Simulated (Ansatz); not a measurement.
`[F][GeH]([F])[SiH3]` + CH₃OH → `C[O][GeH]([F])[F]` + SiH₄ at 500 K and 1 bar (cleavage of the Ge–Si bond).

Gas-phase electronic energies from Ansatz, PBE0-D4/def2-TZVP geometries. CCSD(T)/CBS is the MP2 limit (def2-TZVPP, def2-QZVPP) plus CCSD(T) − MP2 in def2-TZVPP, frozen cores. This one scheme is used for every species. For Ge outer-core shells are correlated without core-valence functions, which leaves a few kJ/mol of doubt a bond. Scalar relativity is left out up to krypton. Each species was taken in one conformer, which may not be the lowest.

```csv
species,CCSD(T)/CBS energy (Eh),H − E (kJ/mol),S (J/(mol·K))
`[F][GeH]([F])[SiH3]`,-2567.24983,142.3,408.1
CH₃OH,-115.61712,157.0,265.4
`C[O][GeH]([F])[F]`,-2391.41847,188.9,413.5
SiH₄,-291.46306,102.4,230.9
```

H − E and S are ideal-gas, rigid-rotor, harmonic terms from PBE0-D4/def2-TZVP, for one conformer and one mirror image of each species. 1 Eh = 2625.50 kJ/mol, R = 8.31446 J/(mol·K).

Problem. By hand: ΔE, ΔH, ΔS and ΔG.

Solution. ΔE = (-2391.41847) + (-291.46306) − (-2567.24983) − (-115.61712) = -0.01458 Eh = -38.3 kJ/mol. Δ(H − E) = 188.9 + 102.4 − 142.3 − 157.0 = -8.0, so ΔH = -46.3 kJ/mol. ΔS = 413.5 + 230.9 − 408.1 − 265.4 = -29.1 J/(mol·K). ΔG = -46.3 − 500 × (-29.1)/1000 = -31.7 kJ/mol.

Problem. By hand: the equilibrium constant, and the temperature at which ΔG would vanish if ΔH and ΔS stayed fixed.

Solution. log₁₀ K = −ΔG/(RT ln 10) = 3.3. ΔG = 0 at ΔH/ΔS = 1591 K.

ΔH outweighs TΔS. A doubt of 5 kJ/mol in ΔE shifts log₁₀ K by 0.5 here. Other conformers and mirror images would add mixing entropy, several J/(mol·K) or more a flexible species. These are equilibria of isolated gas molecules and say nothing of rates. Largest T1 diagnostic: 0.013 (customary marks: 0.02 for closed shells, 0.045 for open ones).
